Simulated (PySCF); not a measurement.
## Dipole response of Mg (magnesium, neutral)

[Ne] 3s2, closed-shell 1S. Calculation: PySCF 2.14, in aug-cc-pVTZ (6s5p3d2f, 50 functions); the non-relativistic Hamiltonian (point nucleus). Coupled (time-dependent) response in atomic units; α is the mean over directions.

```json
{"method": "UHF", "mean α (bohr³)": "81.32", "C₆ (like pair)": "761.9", "S(−4)": "3529"}
{"method": "PBE", "mean α (bohr³)": "74.22", "C₆ (like pair)": "662.0", "S(−4)": "2979"}
{"method": "PBE0", "mean α (bohr³)": "75.23", "C₆ (like pair)": "677.7", "S(−4)": "3027"}
{"method": "B3LYP", "mean α (bohr³)": "72.12", "C₆ (like pair)": "633.0", "S(−4)": "2824"}
{"method": "MN15", "mean α (bohr³)": "73.83", "C₆ (like pair)": "641.5", "S(−4)": "3095"}
```

S(−4) is the Cauchy moment in α(ω) = α(0) + S(−4) ω² + …

Reference α: 71.2 ± 0.4 bohr³ (recommended; Schwerdtfeger and Nagle, table of static dipole polarizabilities (2023 update)). Published C₆: 626.0 (Chu and Dalgarno (2004); Tang, Norbeck and Certain (1976)).

Hartree-Fock lies above the reference because it lacks correlation, which contracts the outer shell.

α(iu) at MN15:

```
u (hartree)  α(iu) (bohr³)
          0          73.83
     0.0500          66.85
      0.100          52.17
      0.200          28.10
      0.300          16.10
      0.500          6.996
      0.750          3.455
       1.00          2.094
       1.50          1.051
       2.00         0.6524
       3.00         0.3324
       5.00         0.1361
```

A single London oscillator, α(iu) = α/(1 + u²/ω²), gives C₆ = (3/4) ω α². Matching the computed C₆ needs ω = 4 × 641.5 / (3 × 73.83²) = 0.157 hartree.
